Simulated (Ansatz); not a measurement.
```yaml
crystal:
  periodic: [false, false, false]
  atoms:
    - {symbol: F, position_ang: [1.560840, -1.337441, -1.322275]}
    - {symbol: C, position_ang: [-0.503082, -0.611804, 0.743910]}
    - {symbol: F, position_ang: [-0.478491, -1.877825, 1.102833]}
    - {symbol: B, position_ang: [-0.963179, 0.650134, 0.866622]}
    - {symbol: Al, position_ang: [0.698731, -0.053540, -0.756261]}
    - {symbol: H, position_ang: [-1.151202, 1.799768, 0.724092]}
    - {symbol: H, position_ang: [0.897582, 1.362609, -1.404620]}
basis:
  gaussian: {orbitals: def2-TZVPPP}
total_charge: 1
magnetization: {spin_polarized: true, initial_magnetization: 1}
hamiltonian: {xc: {name: revPBE}, pseudopotentials: {relativity: scalar}}
scf: {lower_state_search: off}
output: {forces: true}
```

```sh
$ ansatz run in.yaml --threads 2 --pin off --events-out ev --progress --plain --max-ram 4352MiB
```

Output, abridged:

```
Error: <dir> can't be read: No such file or directory (os error 2)
```
